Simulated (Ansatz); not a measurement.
CH8GeInN, SMILES `[CH3][In]([NH2])[GeH3]`. Total charge 0; spin multiplicity 1. Correlated methods include outer-core shells of Ge, In, which these sets cover unevenly. Scalar relativity is left out up to krypton. In: def2 effective core potential.

Cartesian coordinates in Å:
```
C 1.0666 1.1899 1.5960
In 0.1539 0.1755 -0.0645
N 0.7198 0.8454 -1.8787
Ge -1.5593 -1.7708 -0.1301
H 0.3009 1.6353 2.2332
H 1.7329 1.9755 1.2381
H 1.6406 0.4840 2.1985
H 1.3755 1.5942 -2.0301
H 0.3847 0.4745 -2.7521
H -1.9104 -2.1915 -1.5703
H -1.0249 -3.0232 0.5929
H -2.8802 -1.3887 0.5672
```

Give the diagnostics of a CCSD(T)/def2-TZVPP run (frozen core, Ansatz 0.2.0). (An estimate is asked.)

Computed: T1 = 0.0134, largest single amplitude 0.041, largest double 0.037, (T) share of the correlation energy 3.4 %, 10 CCSD cycles. The RHF solution is stable towards an unrestricted one. T1 lies under the customary mark of 0.02 for closed shells.
